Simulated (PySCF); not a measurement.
## Nuclear quadrupole coupling in `OCc1coc(F)c1O`

Compound: C₅H₅FO₃.
Z-matrix (Å and degrees, GFN2-xTB geometry), rows numbered from 1:
```
O 
C   1  1.4152
C   2  1.4987  1  111.68
C   3  1.3618  2  130.23  1  -144.84
O   4  1.3462  3  110.83  2  -179.06
C   5  1.3442  4  106.51  3    -0.53
F   6  1.3290  5  116.54  4  -179.75
C   6  1.3634  5  111.84  4     0.41
O   8  1.3493  3  127.08  2    -1.34
H   1  0.9642  2  109.05  3    67.88
H   2  1.0955  1  105.12  3   119.30
H   2  1.0964  1  111.43  3  -123.64
H   4  1.0708  3  131.89  2     0.14
H   9  0.9724  8  107.44  3    -5.36
```

Field gradients from the B3LYP/pcJ-1 density (PySCF, non-relativistic), principal values in atomic units, ordered |Vxx| ≤ |Vyy| ≤ |Vzz|:

```csv
atom,Vxx,Vyy,Vzz
O1,0.0506,1.8250,-1.8756
O5,-0.5625,-0.9259,1.4884
O9,-0.1117,-1.6892,1.8010
```

**Question.** Find the asymmetry η = (Vxx − Vyy)/Vzz and the couplings χ = eQV/h (234.96 MHz × Q in barn × V in au), with Q(17O) = −0.0256 b.

**Answer.** 
```tsv
atom	environment	nucleus	η	χzz (MHz)	χxx (MHz)	χyy (MHz)
O1	alcohol oxygen	17O	0.95	11.28	-0.30	-10.98
O5	furan-type oxygen	17O	0.24	-8.95	3.38	5.57
O9	phenol-type oxygen	17O	0.88	-10.83	0.67	10.16
```

At O1 η is above 0.9: Vyy and Vzz are nearly equal in size and opposite in sign, so a small change could swap them and flip the sign of χzz. The tensor is traceless: Vxx + Vyy + Vzz = 0.

**Question.** What is Vzz at O9 in SI units (1 au = 9.71736 × 10²¹ V/m²)?

**Answer.** 1.8010 au = 17.501 × 10²¹ V/m².

**Question.** And the gradient at the other heavy atoms, for which no coupling is worked out here?

**Answer.** 
```tsv
atom	environment	Vzz (au)	η
C2	carbinol carbon (C–OH)	0.380	0.31
C3	substituted aromatic carbon	0.120	0.84
C4	aromatic CH next to a ring oxygen	0.366	0.53
C6	aromatic C–F carbon	0.477	0.69
F7	aryl fluorine	3.048	0.01
C8	aromatic carbon bearing oxygen	0.216	0.71
```

Were the hydrogens deuterons (Q(2H) = 0.00286 b), χzz would run from 187 kHz (H11 and H12) to 300 kHz (H10).

Geometry: GFN2-xTB, one conformer, isolated molecule. GFN2-xTB bond lengths can be off by several hundredths of an ångström, more for odd bonds, and the gradients follow them. The basis is small and wasn't made for field gradients, so the couplings can be 20 % off.
